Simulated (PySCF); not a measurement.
Compound: C6H7F2 (doublet state).
Z-matrix (Å and degrees, GFN2-xTB geometry), rows numbered from 1:
```
C 
C   1  1.2780
C   2  1.5143  1  136.63
C   3  1.5384  2   90.15  1  -170.62
C   4  1.5311  3   90.16  2    -7.15
F   5  1.3783  2  113.97  1    53.98
C   5  1.5246  2  114.92  1   -69.85
F   7  1.3661  5  110.54  2   -55.46
H   1  1.0611  2  142.72  3   177.54
H   3  1.0883  2  112.30  1    73.47
H   3  1.0875  2  114.18  1   -52.04
H   4  1.0874  3  113.74  2   106.65
H   4  1.0875  3  115.86  2  -124.59
H   7  1.0967  5  109.98  2  -174.05
H   7  1.0946  5  110.61  2    63.81
```

The hyperfine couplings belong to this conformer and change with its torsions.

The species is `C1(=[C]/[H])/[C@@](CF)(F)CC1` [radical].

Method used: UKS B3LYP, pcH-1 on C F H, non-relativistic, mean-field spin-orbit, GIAO (PySCF 2.14.0). One conformer (not necessarily the lowest) at the GFN2-xTB geometry, without solvent, vibrations or thermal averaging. A GFN2-xTB geometry isn't a minimum of the functional, and hyperfine couplings can be far from their values at a DFT geometry. The SCF solution wasn't tested for stability.

Principal values of hyperfine tensors in MHz (contact and dipolar terms together), for some of the nuclei:

| atom | isotope | A1 | A2 | A3 |
| --- | --- | --- | --- | --- |
| C1 | 13C | 178.35 | 199.78 | 395.17 |
| C3 | 13C | 66.30 | 67.18 | 84.21 |
| C2 | 13C | -45.65 | -27.81 | -10.68 |
| H9 | 1H | -18.25 | 8.22 | 51.80 |
| H10 | 1H | -14.50 | -12.44 | -5.30 |
| H11 | 1H | -13.77 | -10.99 | -3.89 |
| H14 | 1H | 5.17 | 5.79 | 8.59 |
| C7 | 13C | -5.99 | -5.64 | -4.39 |

Split each tensor into its isotropic and traceless parts, and turn a_iso into mT with g = 2.0023.

a_iso is a third of the trace, T = A − a_iso, and a(mT) = a(MHz)/(g × 13.996).

| atom | a_iso (MHz) | a_iso (mT) | T1 | T2 | T3 |
| --- | --- | --- | --- | --- | --- |
| C1 | 257.77 | 9.198 | -79.42 | -57.99 | 137.41 |
| C3 | 72.57 | 2.589 | -6.26 | -5.38 | 11.65 |
| C2 | -28.04 | -1.001 | -17.60 | 0.24 | 17.37 |
| H9 | 13.92 | 0.497 | -32.17 | -5.71 | 37.88 |
| H10 | -10.75 | -0.383 | -3.75 | -1.69 | 5.44 |
| H11 | -9.55 | -0.341 | -4.22 | -1.44 | 5.66 |
| H14 | 6.52 | 0.233 | -1.35 | -0.73 | 2.08 |
| C7 | -5.34 | -0.191 | -0.65 | -0.30 | 0.95 |

What spin density at the nucleus of C1 lies behind its contact coupling (g_N = 1.40482)?

a_FC = 800.24 MHz bohr³ × g_N × ρ(0)/(2S). With a_FC = 257.77 MHz and 2S = 1, ρ(0) = 0.2293 bohr⁻³.

C5 (13C, g_N = 1.40482) isn't in the table. Its spin density at the nucleus is 0.09416 bohr⁻³. What is its contact coupling?

By the same relation, a_FC = 105.9 MHz. Its full tensor has the principal values 93.05, 93.68, 130.84 MHz.

Name the largest traceless tensor T of the table and describe it.

C1: -79.4, -58.0, 137.4 MHz, rhombic: the two smaller values differ by 16 % of the largest.

What first-order splitting does C2 cause when the field lies along A1, A2 or A3 of its tensor (g taken as isotropic, no quadrupole term)?

2 lines (I = 1/2), spaced by |A_i|/(g × 13.996): 1.63, 0.99, 0.38 mT along the axes of A1, A2 and A3.

The run took 56 s wall (grids of density and orbitals included) on an INTEL XEON PLATINUM 8581C at 2.10 GHz with one thread, shared host, and the process peaked at 1.1 GiB of memory.
